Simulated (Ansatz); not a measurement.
Ideal-gas functions of Br$_{2}$ClHSi, SMILES `Cl[SiH](Br)Br` at 800 K and 1 bar, from an Ansatz frequency run at PBE0-D4/def2-TZVP.

Molar mass 224.36 g/mol, point group Cs (symmetry number 1), electronic degeneracy 1, moments of inertia 276.121, 533.833, 777.809 u Å². Harmonic wavenumbers (cm⁻¹, unscaled): 115, 138, 198, 389, 485, 579, 771, 783, 2296.

Use S(trans) = R[1.5 ln M + 2.5 ln T − 1.1517]; rotational temperatures θ = 24.2544 K / I; S(rot) = R[ln(√π/σ · √(T³/θAθBθC)) + 1.5]; for each mode x = 1.438777 ν̃/T, S = R[x/(eˣ − 1) − ln(1 − e⁻ˣ)] and H = RT x/(eˣ − 1); 1 cm⁻¹ = 0.0119627 kJ/mol; R = 8.31446 J/(mol·K).

**Question.** By hand: the entropy, in J/(mol·K).

**Answer.** Translation 196.9. Rotation: θ = 0.0878, 0.0454, 0.0312 K, giving 138.0. Vibration, mode by mode: 21.43, 19.92, 16.94, 11.45, 9.71, 8.34, 6.23, 6.12, 0.70, in all 100.9. Electronic 0.0. Sum 435.8 J/(mol·K).

**Question.** By hand: H − E and G − E in kJ/mol, counted from the electronic energy.

**Answer.** Zero-point energy ½ × 5754 × 0.0119627 = 34.4; thermal vibration 36.5; translation, rotation and pV give 4 RT = 26.6. H − E = 97.5 kJ/mol, and G − E = 97.5 − 800 × 435.8/1000 = -251.1 kJ/mol.

Vibration gives 23 % of the entropy, 41.4 J/(mol·K) of it from the modes under 150 cm⁻¹: soft modes count most, and the harmonic formula is weakest for them.
